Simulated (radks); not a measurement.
Task: The technetium ion Tc42+, 1s1. Calculated with a radial shooting solver on a logarithmic mesh with Libxc functionals: non-relativistic Kohn-Sham, exchange-only PBE, spin-polarised, spherical densities, point nucleus. Every spin shell is full or empty, so the densities are truly spherical. Functionals are evaluated on that one density, not self-consistently. Rank these exchange functionals by their error against the exact value of the orbitals, and give that value: LDA, PBE, PW91, PW86, WC, G96, APBE, TASK.

Result: Exact: -13.4311 hartree. From best to worst, with 100 (|E| - |E exact|)/|E exact| (equal figures are ties): TASK 0.00, PW86 -0.35, G96 -0.40, APBE -0.56, PW91 -1.79, PBE -2.09, WC -4.04, LDA -14.22.
